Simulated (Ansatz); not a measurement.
Geometry optimisation, RKS PBE-D4/def2-SVP (Ansatz).

Input:

```yaml
crystal:
  periodic: [false, false, false]
  atoms:
    - { symbol: W, position_ang: [0.212831, 0.103095, -0.378865] }
    - { symbol: F, position_ang: [-0.238522, 0.636718, 2.582495] }
    - { symbol: F, position_ang: [1.841529, -0.468929, -1.10571] }
    - { symbol: F, position_ang: [-0.22527, 1.898232, -0.10989] }
    - { symbol: F, position_ang: [-1.600653, -0.270314, -0.131514] }
    - { symbol: F, position_ang: [0.382031, -1.480654, 0.592571] }
    - { symbol: F, position_ang: [-0.064674, 0.495857, -2.189649] }
    - { symbol: H, position_ang: [1.318672, 0.675331, 0.807183] }
    - { symbol: H, position_ang: [0.678457, 0.811264, 2.550578] }
basis:
  gaussian: { orbitals: def2-SVP }
hamiltonian:
  xc: pbe
  dispersion: d4
relax:
  f_tol: 0.03
  max_steps: 50
```

Launched with:

```bash
$ ansatz run input.yaml --threads 4 --pin off --max-ram 5120MiB --backend cpu --events-out ev --progress --plain --runs-dir out
```

**Question.** Where does it end, and by what steps?

**Answer.** The run converged. After 7 steps the energy has fallen by 0.131 eV; F2 moved furthest, 0.47 Å. Joined: W1–F2 (3.04 → 2.49 Å).

```
step  energy less start (eV)  largest force component (eV/Å)  accepted
   0                  0.0000                           0.307       yes
   1                 -0.0165                           1.744       yes
   2                 -0.1004                           0.731       yes
   3                 -0.1162                           0.302       yes
   4                 -0.1273                           0.132       yes
   5                 -0.1295                           0.096       yes
   6                 -0.1303                           0.043       yes
   7                 -0.1306                           0.017       yes
```

```xyz
9
Properties=species:S:1:pos:R:3
W 0.246 0.123 -0.259
F -0.327 0.501 2.139
F 1.799 -0.463 -1.135
F -0.095 1.950 -0.030
F -1.570 -0.232 0.048
F 0.465 -1.507 0.627
F -0.184 0.479 -2.049
H 1.517 0.673 0.763
H 0.453 0.876 2.513
```

Whether the end is a true minimum wasn't checked by a vibrational analysis.

The run took 15 s on 4 threads of Arm Neoverse V1, on a shared host, peak memory 0.19 GiB.
